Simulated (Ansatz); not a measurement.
`C#[C][Al]([Cl])[Cl]` + `N=C=O` → `O=C=[N][Al]([Cl])[Cl]` + `C#C` at 700 K and 1 bar (ligand exchange at the Al–C bond).

Isolated molecules relaxed with PBE0-D4/def2-TZVP in Ansatz; ΔE leaves out vibrations. CBS: MP2 limit from def2 TZ/QZ plus the TZ coupled-cluster correction, frozen cores. This one scheme is used for every species. One conformer a species, not always the lowest.

```csv
species,CCSD(T)/CBS energy (Eh),H − E (kJ/mol),S (J/(mol·K))
`C#[C][Al]([Cl])[Cl]`,-1238.37391,119.9,431.6
`N=C=O`,-168.51995,89.3,283.6
`O=C=[N][Al]([Cl])[Cl]`,-1329.69600,109.9,462.2
`C#C`,-77.22717,102.1,244.4
```

H − E and S are ideal-gas, rigid-rotor, harmonic terms from PBE0-D4/def2-TZVP, for one conformer and one mirror image of each species. 1 Eh = 2625.50 kJ/mol, R = 8.31446 J/(mol·K).

By hand: ΔE, ΔH, ΔS and ΔG.

ΔE = (-1329.69600) + (-77.22717) − (-1238.37391) − (-168.51995) = -0.02931 Eh = -77.0 kJ/mol. Δ(H − E) = 109.9 + 102.1 − 119.9 − 89.3 = 2.8, so ΔH = -74.2 kJ/mol. ΔS = 462.2 + 244.4 − 431.6 − 283.6 = -8.6 J/(mol·K). ΔG = -74.2 − 700 × (-8.6)/1000 = -68.2 kJ/mol.

By hand: the equilibrium constant, and the temperature at which ΔG would vanish if ΔH and ΔS stayed fixed.

log₁₀ K = −ΔG/(RT ln 10) = 5.1. ΔG = 0 at ΔH/ΔS = 8628 K, far beyond where these terms or the molecules hold.

The number of gas molecules stays the same, so ΔS is small and ΔH decides. A doubt of 5 kJ/mol in ΔE shifts log₁₀ K by 0.4 here. Other conformers and mirror images would add mixing entropy, several J/(mol·K) or more a flexible species. Modes under 60 cm⁻¹, often nearly free rotors, make the harmonic entropy too high. These are equilibria of isolated gas molecules and say nothing of rates. Largest T1 diagnostic: 0.018 (customary marks: 0.02 for closed shells, 0.045 for open ones).
